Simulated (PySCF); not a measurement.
## Correlation energy of I²⁺ (iodine, charge +2)

[Kr] 4d10 5s1 5p4, high-spin 4P determinant (an excited configuration). Calculation: PySCF 2.14, in x2c-TZVPPall with one added diffuse shell each of s, p, d, f type (9s7p5d3f, 76 functions); scalar relativity by spin-free X2C-1e. Frozen: [Ar] 3d10; 23 electrons correlated.

MP2 pair energies summed by pair of shells (mhartree):

| pair | energy | share (%) |
| --- | --- | --- |
| 4d-4d | -244.93 | 46.3 |
| 4d-5p | -92.50 | 17.5 |
| 5p-5p | -55.22 | 10.4 |
| 4p-4d | -52.50 | 9.9 |
| 4p-4p | -23.43 | 4.4 |
| 4d-5s | -15.29 | 2.9 |
| 4s-4d | -14.92 | 2.8 |
| 4s-4p | -7.99 | 1.5 |
| 5s-5p | -7.86 | 1.5 |
| 4p-5p | -7.20 | 1.4 |
| 4p-5s | -3.64 | 0.7 |
| 4s-4s | -2.11 | 0.4 |
| 4s-5p | -1.00 | 0.2 |
| 4s-5s | -0.31 | 0.1 |

Total MP2 correlation energy: -528.90 mhartree.

Same-spin part -194.57 and opposite-spin part -334.32 mhartree; SCS-MP2 scales them by 1/3 and 6/5 to -466.05 mhartree.

This basis was not built for core-valence correlation, so the inner-shell part is incomplete.
